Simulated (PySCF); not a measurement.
C3H11PSi.
SMILES with atom numbers: `[CH3:1][Si:2]([CH3:3])([CH3:4])[PH2:5]` (hydrogens: H6, H7, H8 on C1; H9, H10, H11 on C3; H12, H13, H14 on C4; H15, H16 on P5)

All values: PBE0/def2-SVPD (PySCF, non-relativistic), on one gas-phase PBE0-D3(BJ)/def2-SVP geometry that isn't relaxed in the solvent. The solvent is an IEF-PCM continuum (van der Waals radii × 1.2), and excitations are vertical TDDFT with non-equilibrium linear response and a frozen core. The model holds no explicit solvent molecules, cavitation or dispersion.

```
run  E − E(gas) (kJ/mol)  HOMO (eV)  HOMO–LUMO gap (eV)  dipole (D)  lowest singlet (eV)  static polarisability (au)
gas                 0.00      -7.04                7.31        1.52                 6.25                        93.2
  P                -6.34      -7.06                7.49        1.97                 6.38                       119.5
  Q                -7.37      -7.07                7.51        2.05                 6.40                       124.5
```

The runs were made in chloroform and tetrahydrofuran. Which run belongs to which solvent?

P = chloroform, Q = tetrahydrofuran. The dielectric constants are 4.711 (chloroform), 7.426 (tetrahydrofuran), and the energy falls further as ε rises. The optical constants n² used for the excitations are 2.09, 1.97 in the same order. In this model the ground state sees the solvent through ε alone.

How constant is the ratio of the lowering to (ε − 1)/(2ε + 1)?

| solvent | (ε − 1)/(2ε + 1) | E − E(gas) (kJ/mol) | ratio (kJ/mol) | polarisation term (kJ/mol) |
| --- | --- | --- | --- | --- |
| chloroform | 0.356 | -6.34 | -17.8 | -7.25 |
| tetrahydrofuran | 0.405 | -7.37 | -18.2 | -8.62 |

The ratio changes by +2.0 % in size from chloroform to tetrahydrofuran. The polarisation term is half the interaction of the solute with the induced surface charges.

Shape of the structure used: `[CH3:1][Si:2]([CH3:3])([CH3:4])[PH2:5]`: H–P5–Si2–C1 47°, H–P5–Si2–C1 -46°.
